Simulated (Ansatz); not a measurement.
# Relative energy of two structures of ClFGeHSi2

We compare a, a doublet given by its coordinates, with b, `F[Si]1[GeH]=[Si]1Cl`, a doublet. Both are isolated molecules in the gas phase, relaxed with r2SCAN-D4/def2-SVP.

a (Å):

```xyz
6

Cl   -2.3142    1.3496   -3.0010
F    -4.2357   -0.6778   -2.2506
Ge   -2.7742    0.3263    0.8005
Si   -2.9386    0.0114   -1.5530
Si   -1.4817   -1.1774   -0.2339
H    -0.4364   -2.2361   -0.4064
```

Close contacts (Å): Cl1–Si4 2.07, F2–Si4 1.63, Ge3–Si4 2.38, Ge3–Si5 2.24, Si4–Si5 2.30, Si5–H6 1.50.

b (Å):

```
atom    x (Å)    y (Å)    z (Å)
  Cl  -0.8463  -2.9606  -2.1138
   F  -4.8242  -0.7015   0.0442
  Ge  -1.9172   0.8831  -1.3164
  Si  -3.2222  -0.4064   0.2558
  Si  -1.6620  -1.3041  -1.1848
   H  -1.7403   2.0908  -2.2574
```

Problem. Estimate E(b) − E(a) at the level CCSD(T)/def2-SVP.

Solution. Calculated at CCSD(T)/def2-SVP: E(b) − E(a) = +82.5 kJ/mol, so structure a lies lower.

How the difference moves with the method:

| level | geometry | E(b) − E(a) (kJ/mol) | departure from the last row (kJ/mol) | job, with rough time for the two |
| --- | --- | --- | --- | --- |
| r2SCAN-D4/def2-SVP | r2SCAN-D4/def2-SVP | +79.2 | −3.3 | optimisation, 11 s |
| HF/def2-SVP | r2SCAN-D4/def2-SVP | +85.0 | +2.5 | part of the CCSD(T) run |
| MP2/def2-SVP | r2SCAN-D4/def2-SVP | +79.3 | −3.2 | part of the CCSD(T) run |
| CCSD(T)/def2-SVP | r2SCAN-D4/def2-SVP | +82.5 |  | single point, 41 s |

The levels shown agree on the order. The largest departure from CCSD(T)/def2-SVP is that of r2SCAN-D4/def2-SVP, 3.3 kJ/mol. Levels run at GFN2-xTB geometries aren't shown.

With harmonic frequencies from r2SCAN-D4/def2-SVP (ideal gas, rigid rotor, one conformer each, 400 K, 1 atm): on the last row, ΔE + ΔZPE = +80.5, ΔH = +81.5, ΔG = +76.8 kJ/mol.

Open shells are spin-unrestricted, with notable spin contamination under HF/def2-SVP, MP2/def2-SVP, CCSD(T)/def2-SVP. The correlated steps freeze 25 core orbitals; the filled d shell of Ge is correlated, in a basis made for valence electrons. Run with Ansatz 0.2.0; the last row on 2 threads of Intel(R) Xeon(R) 6975P-C (Granite Rapids) on a shared host.
